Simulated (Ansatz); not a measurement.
The cluster Al2SiO5, relaxed as a singlet with RKS PBE-D4/def2-SVP in Ansatz, starting from the GFN2-xTB geometry. Force threshold 0.02 eV/Å.

The structure comes from a short search, and lower isomers may exist.

Start:

Cartesian coordinates in Å:
```
Al 0.124 -0.056 0.013
Al -2.858 1.379 -0.416
Si 2.261 -1.096 0.331
O 1.607 0.339 0.850
O 0.891 -1.541 -0.495
O 3.594 -1.748 0.534
O -4.256 2.058 -0.614
O -1.362 0.665 -0.203
```

| step | energy (eV) | largest force component (eV/Å) | SCF passes |
| --- | --- | --- | --- |
| 1 | -31276.7116 | 1.729 | 21 |
| 2 | -31276.8450 | 0.805 | 23 |
| 3 | -31276.8856 | 0.176 | 22 |
| 4 | -31276.8934 | 0.033 | 22 |
| 5 | -31276.8935 | 0.006 | 25 |

Force components are those of the run's own axes.

End:

```xyz
8

Al    0.135   -0.064    0.019
Al   -2.884    1.397   -0.421
Si    2.284   -1.107    0.333
O     1.622    0.359    0.874
O     0.886   -1.573   -0.508
O     3.656   -1.772    0.534
O    -4.331    2.094   -0.631
O    -1.368    0.666   -0.200
```

By distances, no bond broke or formed. The bond that changes most is Al2–O7, from 1.57 to 1.62 Å (atoms count from 1).

No frequencies were taken in this run, so the end may be a saddle point.

It took 5.5 s on 4 threads of Arm Neoverse V1 on a shared host.
